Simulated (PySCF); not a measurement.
Stepwise substitution at one centre (Al Br-SH). Gas-phase values, no solvent. One relaxed conformer stands for each flexible species; it need not be the lowest. Strings in code marks are SMILES.

The numbers are results of ωB97X-D3(BJ)/def2-TZVP // B3LYP-D3(BJ)/def2-TZVP run with PySCF, not measurements. All candidates: neutral, multiplicity 1. Delta-SCF ions had no search for a lower state. 

```json
{
  "HOMO–LUMO gap": "11.30 eV",
  "vertical ionisation energy (Delta-SCF)": "10.30 eV",
  "HOMO": "-10.31 eV"
}
```

### Question
Say which member has these values.
A. `[Br][Al]([Br])[Br]`
B. `[SH][Al]([SH])[Br]` (H–S–Al–Br torsion -180°, Br–Al–S–H torsion 0°)
C. `[SH][Al]([Br])[Br]` (H–S–Al–Br torsion 0°)
D. `[SH][Al]([SH])[SH]`

### Answer
B, `[SH][Al]([SH])[Br]` (H–S–Al–Br torsion -180°, Br–Al–S–H torsion 0°). The others give `[SH][Al]([SH])[SH]`: 11.40 eV, 10.13 eV, -10.14 eV; `[SH][Al]([Br])[Br]` (H–S–Al–Br torsion 0°): 11.32 eV, 10.57 eV, -10.63 eV; `[Br][Al]([Br])[Br]`: 11.40 eV, 11.15 eV, -11.03 eV
